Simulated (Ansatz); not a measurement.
Gas-phase reaction R1 + R2 → P1 + P2, each structure at its B3LYP-D3(BJ)/def2-TZVP stationary point, reached from a drawn start (curvature not checked).
R1: C3H9Ga (SMILES [CH3][Ga]([CH3])[CH3]), charge 0, multiplicity 1.
P1, C2H6Ga (SMILES [CH3][Ga][CH3]) (charge 0, multiplicity 2):
```xyz
9

Ga    -0.4986    -0.8531     0.4395
C      1.4891    -0.8641     0.0799
H      1.9319     0.0219     0.5431
H      1.9874    -1.7556     0.4547
H      1.6402    -0.7970    -1.0012
C     -1.5145     0.8205    -0.0580
H     -1.2862     1.0713    -1.0974
H     -2.5910     0.7196     0.0622
H     -1.1585     1.6365     0.5774
```
P2, CH4 (SMILES C) (charge 0, multiplicity 1):
```xyz
5

C      0.00000     0.00000     0.00000
H     -0.71147    -0.28402    -0.77429
H      0.11590     1.08300     0.00698
H     -0.36737    -0.33209     0.97012
H      0.96294    -0.46689    -0.20281
```
R2: H atom, charge 0, multiplicity 2.

P less R. No zero-point or thermal terms; singlets are restricted closed shells; open shells are unrestricted; no spin–orbit coupling.

Correlated levels freeze the cores. In cc and def2 sets filled d and f shells under p-block atoms count as core.

Codes used: Ansatz (a first-principles code) with Gaussian orbitals. No computed number here is a measurement.

Total energies in hartree:

```tsv
structure	PBE/def2-TZVPPD	PBE0/def2-TZVPPD	CCSD(T)/aug-cc-pVTZ
R1	-2044.170479	-2044.236866	-2042.883401
P1	-2004.260234	-2004.315493	-2002.996686
P2	-40.464311	-40.475439	-40.440930
R2	-0.499616	-0.501036	-0.499821
```

Q: Work out the reaction energy at each level in kcal/mol (1 hartree = 627.50947 kcal/mol), and say how far PBE/def2-TZVPPD lies from CCSD(T)/aug-cc-pVTZ.

A: 
- PBE/def2-TZVPPD: (-2004.260234) + (-40.464311) − (-2044.170479) − (-0.499616) = -0.054450 hartree = -34.17 kcal/mol
- PBE0/def2-TZVPPD: (-2004.315493) + (-40.475439) − (-2044.236866) − (-0.501036) = -0.053030 hartree = -33.28 kcal/mol
- CCSD(T)/aug-cc-pVTZ: (-2002.996686) + (-40.440930) − (-2042.883401) − (-0.499821) = -0.054394 hartree = -34.13 kcal/mol
PBE/def2-TZVPPD less CCSD(T)/aug-cc-pVTZ: -0.04 kcal/mol. CCSD(T)/aug-cc-pVTZ is the level counted from, the highest shown, and no exact or measured value.
